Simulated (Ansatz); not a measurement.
Isomers

Structures of B$_{2}$H$_{3}$ClO, closed shell, relaxed at PBE0-D4/def2-TZVP (vibrations not checked; lower isomers may exist, and structures with a doubtful reference or unclear bonds are left out). Computed with Ansatz 0.2.0 (basis: def2-TZVPP); correlated methods freeze the cores. B3LYP uses VWN-RPA correlation.

(1) Rank them by CCSD(T) energy, lowest first, and give each one's height above the lowest. Links in brackets join atoms within 1.22 times the sum of their covalent radii (1.1 for two metals). (Judge from chemistry; the value comes from the calculation.)
A.
B₂H₃ClO ([BH2][B]([OH])[Cl])
```
7
angstrom
O -0.0231 1.2673 -0.0278
B 0.3895 -0.0011 0.1358
B -0.5731 -1.3636 0.2564
Cl 2.1416 -0.3539 0.2459
H 0.6941 1.9089 -0.0742
H -0.8588 -2.0114 -0.7082
H -0.9387 -1.7755 1.3187
```
B.
a complex of B₂H₂O ([BH]1[BH][O]1) + HCl
```
7
angstrom
O 0.3153 -0.5962 0.0923
B -0.4395 0.4224 -0.4649
B -0.8433 -0.3832 0.8203
Cl 3.0419 -2.3593 -0.1492
H 1.9621 -1.6600 -0.0534
H -0.2138 1.0776 -1.4236
H -1.2243 -0.9386 1.7927
```
C.
B₂H₃ClO ([OH][BH][BH][Cl])
```
7
angstrom
O 0.2299 1.5409 0.2485
B -0.1797 0.3946 -0.3442
B -0.0469 -1.0798 0.4667
Cl 1.3943 -2.0437 0.2293
H 0.1215 2.3193 -0.3044
H -0.6372 0.4420 -1.4623
H -0.8819 -1.5734 1.1664
```
D.
B₂H₃ClO ([BH3][O][B][Cl])
```
7
angstrom
B -0.2660 1.3863 -0.5669
O 0.2517 -0.0342 0.0651
B 0.6319 -1.0765 0.5288
Cl 1.1583 -2.5196 1.1710
H -0.3018 1.1561 -1.7497
H 0.5898 2.1614 -0.2202
H -1.3400 1.5380 -0.0406
```

(2) Do PBE-D4, r2SCAN-D4, PBE0-D4, B3LYP-D4, wB97M-V, HF, MP2 give the same order? (Judge from chemistry; the calculation decides.)

No T1 diagnostic of these runs exceeds 0.015.

For scale, one of the runs: CCSD(T)/def2-TZVPP, 177 basis functions, launched by `ansatz run in.yaml --threads 2 --pin off --events-out ev --progress --plain --max-ram 4352MiB`. The run took 48 s on 2 CPU threads of an Arm Neoverse V1 (shared host), with 1.6 GiB of host memory at its peak.

Results:

(1) By the calculation: A (0.00 kcal/mol), C (1.37 kcal/mol), D (9.63 kcal/mol), B (32.68 kcal/mol). Heights count from the lowest.

(2) Computed: All do.
